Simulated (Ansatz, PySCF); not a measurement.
Species: sum formula SiN$_{2}$H$_{4}$Cl, charge 0, multiplicity 2. It need not be the lowest isomer of its formula. SMILES: N[Si](N)Cl
Structure (B3LYP-D3(BJ)/def2-TZVP (Ansatz, a first-principles code) minimum search):
```xyz
8

Si    -0.0894     0.0972    -0.5842
Cl     0.1527     0.9337     1.3330
N      1.2892    -0.9081    -0.7773
N     -1.4445    -0.9185    -0.8101
H      1.4013    -1.4377    -1.6289
H      2.1759    -0.6283    -0.3872
H     -1.4683    -1.8472    -0.4119
H     -2.3661    -0.5352    -0.9428
```
Charge 0, spin multiplicity 2.

Property: atomisation energy (electronic, to ground-state atoms), in kcal/mol. Cores are frozen in the correlated levels unless marked. UHF or UKS for open shells. Spin-orbit coupling is left out. Non-relativistic. The coupled-cluster limit lacks core correlation, which all-electron functionals hold. CBS marks a two-point X^-3 extrapolation of the correlation energy; Hartree-Fock from the larger set. [CCSD(T)-MP2]/basis is that difference in the basis named.

```json
[
 {"level": "HF-D3(BJ)/def2-TZVPD", "program": "PySCF + dftd3", "atomisation energy (kcal/mol)": "(withheld)"},
 {"level": "revPBE-D3(BJ)/def2-TZVPD", "program": "Ansatz + dftd3", "atomisation energy (kcal/mol)": "636.5"},
 {"level": "PBE0-D3(BJ)/def2-TZVPD", "program": "Ansatz + dftd3", "atomisation energy (kcal/mol)": "640.1"},
 {"level": "PBE0-D4/def2-TZVP", "program": "Ansatz + dftd4", "atomisation energy (kcal/mol)": "(withheld)"},
 {"level": "TPSSh-D3(BJ)/def2-TZVPD", "program": "PySCF + dftd3", "atomisation energy (kcal/mol)": "(withheld)"},
 {"level": "r2SCANh/def2-TZVPD", "program": "Ansatz", "atomisation energy (kcal/mol)": "(withheld)"},
 {"level": "LC-wPBE-D3(BJ)/def2-TZVPD", "program": "Ansatz + dftd3", "atomisation energy (kcal/mol)": "640.6"},
 {"level": "RI-MP2/CBS(cc-pV(T+d)Z,cc-pV(Q+d)Z)+[CCSD(T)-MP2]/cc-pV(T+d)Z", "program": "Ansatz", "atomisation energy (kcal/mol)": "640.1"}
]
```

Problem. Fill in the missing entries.

Solution. 
- HF-D3(BJ)/def2-TZVPD, atomisation energy (kcal/mol): 467.4
- PBE0-D4/def2-TZVP, atomisation energy (kcal/mol): 638.5
- TPSSh-D3(BJ)/def2-TZVPD, atomisation energy (kcal/mol): 641.8
- r2SCANh/def2-TZVPD, atomisation energy (kcal/mol): 633.9
